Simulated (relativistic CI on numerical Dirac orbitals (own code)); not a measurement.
# A ladder of approximations for the levels of Ca6+

Calculated with a relativistic CI code on KLI orbitals (one set per configuration, finite nucleus), adding one ingredient at a time: step 1, Dirac-Coulomb, each configuration alone; step 2, with Breit and QED terms; step 3, with configuration mixing; step 4, with scaled Slater integrals (0.9); step 5, with a P86 correlation estimate; step 6, tied to the ionisation limit. P86 is a density functional for the correlation energy, evaluated here for each configuration and added to its levels. Step 6 is semi-empirical: configurations made of the next ion and one excited electron move by -17324 cm⁻¹, so that their limit matches the tabulated ionisation energy, and those with a non-penetrating f or g electron also take the P86 value of the least penetrating other one.

Configuration list (outside the closed core [Ne]): 3s²3p², 3s3p³, 3s²3p3d, 3s²3p4s, 3p⁴, 3s3p²3d, 3p³3d, 3s3p3d², 3s²3p4p, 3s²3p4d, 3s²3p4f, 3s3p²4s, 3s²3p5s, 3s3p²4p, 3s²3d², 3s3d³, 3p²3d², 3p3d³, 3p3d²4s, 3p3d²4p, 3p3d²4d.

Computed minus measured energy above the ground level, in cm⁻¹, for 12 of the 21 excited levels that pair in every step (one J of a term; a digit in brackets numbers repeated terms):

```
Configuration  Term  J  Measured  Step 1  Step 2  Step 3  Step 4  Step 5  Step 6
       3s²3p²    3P  1      1625      42     -20     -45     -13     -13     -13
       3s²3p²    1D  2     21864    3632    3496    2286     336     342     331
       3s²3p²    1S  0     48981    9947    9838    3747    -527    -508    -511
        3s3p³   3D°  1    160158    9496    9231    -368    1784    2465     331
        3s3p³   3P°  1    185393    6826    6542     935     535    1219    -810
        3s3p³   3S°  1    245240   14664   14402    6202    -464     253      96
        3s3p³   1P°  1    252490   22505   22207    8053     763    1461    -606
      3s²3p3d   3P°  2    286224   -6879   -7212    6805    2532    3266  -10676
      3s²3p3d   3D°  2    295772  -10415  -10779    8181    3445    4181  -10399
      3s²3p3d   1F°  3    324885   11399   11025   11071    4039    4782  -11906
      3s²3p4s   3P°  0    490059    -325    -426   15147   11467   16631    -432
      3s²3p4s   1P°  1    498683    1766    1530   16929   12595   17757     665
```

Mean absolute errors in cm⁻¹, over all paired levels and for the configurations:

| Configuration, levels | Step 1 | Step 2 | Step 3 | Step 4 | Step 5 | Step 6 |
| --- | --- | --- | --- | --- | --- | --- |
| all, 21 | 7128 | 7092 | 6332 | 3551 | 4930 | 3430 |
| 3s²3p², 4 | 3460 | 3353 | 1533 | 226 | 222 | 220 |
| 3s3p³, 7 | 11335 | 11050 | 2458 | 1095 | 1652 | 489 |
| 3s²3p3d, 6 | 9027 | 9261 | 7844 | 3139 | 3876 | 10987 |
| 3s²3p4s, 4 | 587 | 649 | 15642 | 11790 | 16954 | 449 |

Measured levels: Sugar and Corliss, J. Phys. Chem. Ref. Data 8, 865 (1979). Some J values or terms of the table were assigned by a fit.

The mean absolute error is lowest at step 6 (3430 cm⁻¹), and the largest single drop is from step 3 to 4 (6332 to 3551). Terms of the ground configuration are off by 3460 at first, 1533 with mixing and 226 after scaling, which stands in for the correlation that narrows term splittings. The Breit and QED terms change the top of the ground term (measured 4071) from 4292 to 4130. Mixing lowers the ground level by 22076, with 3s3p²3d as its largest admixture; relative to it the configurations that move most are 3s²3p4s by +15527, 3s²3p3d by +13430, 3s3p³ by -8903. Configurations whose own partners of that kind are not in the list rise by much of that lowering, so a short list can trade one imbalance for another. The P86 estimate moves 3s²3p4s by +5163, 3s²3p3d by +737, 3s3p³ by +689, and takes the mean absolute error of the excited configurations from 4333 to 6037; it adds to levels that were already too high. Step 6 takes that error from 6037 to 4185; the error more than halves for 3s3p³, 3s²3p4s; it grows for 3s²3p3d. The shift fits the limit, so it does little for low levels whose errors differ from those near the limit.
